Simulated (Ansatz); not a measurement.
Geometry optimisation, RKS PBE/def2-SVP in Ansatz 0.2.0.

input.yaml

```yaml
crystal:
  periodic: [false, false, false]
  atoms:
    - { symbol: Ga, position_ang: [-0.68113, -0.018595, -1.019125] }
    - { symbol: "N", position_ang: [0.829948, 0.952636, -0.402379] }
    - { symbol: Cl, position_ang: [-0.362794, -2.041546, -1.692809] }
    - { symbol: Cl, position_ang: [-2.641761, 0.859242, -1.054168] }
    - { symbol: H, position_ang: [0.430162, -0.100556, 1.622469] }
    - { symbol: O, position_ang: [-0.196648, -0.733293, 2.027229] }
    - { symbol: H, position_ang: [1.704713, 0.706067, -0.881854] }
    - { symbol: H, position_ang: [0.699054, 1.971817, -0.424455] }
    - { symbol: H, position_ang: [0.218556, -1.595772, 1.824994] }
basis:
  gaussian: { orbitals: def2-SVP }
hamiltonian:
  xc: pbe
relax:
  f_tol: 0.03
  max_steps: 50
```

Launched with:

```bash
$ ansatz run input.yaml --threads 2 --pin off --max-ram 3072MiB --backend cpu --events-out ev --progress --plain --runs-dir out
```

Problem. Where does it end, and by what steps?

Solution. It converged. After 8 steps the energy has fallen by 0.577 eV; O6 moved furthest, 0.60 Å. Joined: Ga1–O6 (3.17 → 2.12 Å).

| step | energy less start (eV) | largest force component (eV/Å) | accepted |
| --- | --- | --- | --- |
| 0 | 0.0000 | 0.787 | yes |
| 1 | -0.1343 | 0.785 | yes |
| 2 | -0.3271 | 1.239 | yes |
| 3 | -0.5278 | 0.631 | yes |
| 4 | -0.5603 | 0.510 | yes |
| 5 | -0.5741 | 0.316 | yes |
| 6 | -0.5761 | 0.061 | yes |
| 7 | -0.5772 | 0.055 | yes |
| 8 | -0.5775 | 0.025 | yes |

```xyz
9
Properties=species:S:1:pos:R:3
Ga -0.622 -0.136 -0.587
N 0.902 0.944 -0.277
Cl -0.238 -2.098 -1.464
Cl -2.591 0.744 -0.773
H 0.484 -0.021 1.337
O -0.342 -0.588 1.463
H 1.701 0.714 -0.881
H 0.735 1.954 -0.366
H -0.031 -1.513 1.548
```

Run time: 17 s on 2 threads of Intel(R) Xeon(R) Platinum 8488C (Sapphire Rapids) (shared host), peak memory 0.18 GiB.
